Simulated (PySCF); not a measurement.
**Field gradients at the hydrogen positions**

C₆H₁₁N₃S.
Cartesian coordinates in Å at the GFN2-xTB level; atoms count from 1:
```xyz
21
C6H11N3S angstrom
C      2.614   -1.700   -1.271
S      0.990   -1.557   -0.479
C      0.861    0.175   -0.405
N      1.813    0.981   -0.858
N      1.347    2.194   -0.623
N      0.163    2.235   -0.052
C     -0.194    0.972    0.110
C     -1.488    0.564    0.725
C     -2.327   -0.220   -0.286
C     -1.242   -0.268    1.984
H      2.821   -2.761   -1.368
H      3.357   -1.219   -0.644
H      2.577   -1.223   -2.244
H      1.864    3.023   -0.867
H     -2.014    1.485    0.997
H     -2.501    0.375   -1.180
H     -3.288   -0.481    0.149
H     -1.813   -1.136   -0.568
H     -2.190   -0.537    2.443
H     -0.706   -1.180    1.731
H     -0.654    0.296    2.705
```

Level: PBE0/pcSseg-1 (PySCF, non-relativistic); Q(2H) = 0.00286 b; rigid geometry, the same for H and D, with no vibrational averaging.

**Question.** Rank these positions by the coupling χzz of a deuteron there, largest first.
A. H14 (N–H hydrogen)
B. H11 (methyl hydrogen)
C. H20 (methyl hydrogen)
D. H15 (methine hydrogen)

**Answer.** A (268 kHz), B (213 kHz), C (208 kHz), D (197 kHz).

**Question.** What are Vzz, η and χzz (234.96 MHz × Q × Vzz) at all hydrogens?

**Answer.** 
| atom | bonded to | bond length (Å) | Vzz (au) | η | χzz (kHz) |
| --- | --- | --- | --- | --- | --- |
| H11 | C1 | 1.085 | 0.3166 | 0.05 | 213 |
| H12 | C1 | 1.085 | 0.3141 | 0.05 | 211 |
| H13 | C1 | 1.085 | 0.3141 | 0.05 | 211 |
| H14 | N5 | 1.007 | 0.3983 | 0.17 | 268 |
| H15 | C8 | 1.095 | 0.2931 | 0.01 | 197 |
| H16 | C9 | 1.088 | 0.3142 | 0.02 | 211 |
| H17 | C9 | 1.087 | 0.3170 | 0.02 | 213 |
| H18 | C9 | 1.088 | 0.3093 | 0.04 | 208 |
| H19 | C10 | 1.087 | 0.3166 | 0.02 | 213 |
| H20 | C10 | 1.088 | 0.3092 | 0.04 | 208 |
| H21 | C10 | 1.088 | 0.3142 | 0.02 | 211 |

**Question.** Average by the element that carries the hydrogen.

**Answer.** on C: 210 kHz over 10 positions, mean bond length 1.087 Å; on N: 268 kHz over 1 position, mean bond length 1.007 Å.

**Question.** A static deuteron (I = 1) shows a doublet split by (3/2)χ, (3/4)χ(1 + η) and (3/4)χ(1 − η) with the field along z, y and x of the gradient. What are these for H14?

**Answer.** With |χ| = 267.7 kHz and η = 0.166: 401, 234 and 167 kHz, to first order and without motion.

Isolated species at its GFN2-xTB geometry (one conformer only). GFN2-xTB bond lengths can be off by several hundredths of an ångström, more for odd bonds, and the gradients follow them. With a basis this small, the couplings can be 20 % off.

These values come from a run that also computed NMR shieldings. Rough CPU time on one thread of a shared machine: about 2.1 min.
